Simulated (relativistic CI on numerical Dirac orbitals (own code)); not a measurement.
**Re²⁺: 5d valence photoemission**

Computed with this model: Dirac-Coulomb-Breit CI, separate exchange-only KLI orbitals for each configuration, a model potential for QED, valence Slater integrals scaled by 0.7, multiplet model of photoemission in the sudden approximation; configurations [Xe] 4f14 5d5 → [Xe] 4f14 5d4; 300 K; Lorentzian 0.3 eV and Gaussian 0.5 eV FWHM. Energies are those of the free ion, without screening or charge transfer. The energies are binding energies and can lie tens of eV above those of solids. S is read from ⟨S²⟩ = S(S + 1).

Field parameters in Wybourne normalisation: Td as Oh with Dq negative (B⁴₀ = 21Dq, B⁴₄ = √(5/14) B⁴₀). The field is a parameter set, without covalency.

free ion: ground-state S = 2.42, centroid 26.68 eV. Peaks (eV, height): 26.8 (100).

Td, 10Dq = -6800 cm⁻¹: ground-state S = 2.37, centroid 26.66 eV. Peaks (eV, height): 26.4 (100).

Td, 10Dq = -11100 cm⁻¹: ground-state S = 2.10, centroid 26.55 eV. Peaks (eV, height): 26.3 (100), 27.5 (59).

Td, 10Dq = -15400 cm⁻¹: ground-state S = 0.89, centroid 26.36 eV. Peaks (eV, height): 24.9 (43), 26.5 (100), 27.6 (26).

Td, 10Dq = -19750 cm⁻¹: ground-state S = 0.65, centroid 26.53 eV. Peaks (eV, height): 24.8 (41), 26.7 (100), 28.0 (23).

Strongest unbroadened transitions for Td, 10Dq = -15400 cm⁻¹:

| Energy (eV) | Relative strength |
| --- | --- |
| 24.91 | 100.0 |
| 26.00 | 66.5 |
| 26.09 | 22.3 |
| 26.26 | 52.6 |
| 26.41 | 34.1 |
| 26.56 | 63.1 |
| 26.64 | 51.0 |
| 26.66 | 41.8 |
| 26.94 | 13.6 |
| 26.98 | 5.7 |
| 27.01 | 14.1 |
| 27.13 | 2.9 |
| 27.26 | 2.6 |
| 27.44 | 1.5 |
| 27.71 | 45.4 |
| 28.07 | 1.5 |
| 28.10 | 2.0 |
| 28.41 | 2.1 |
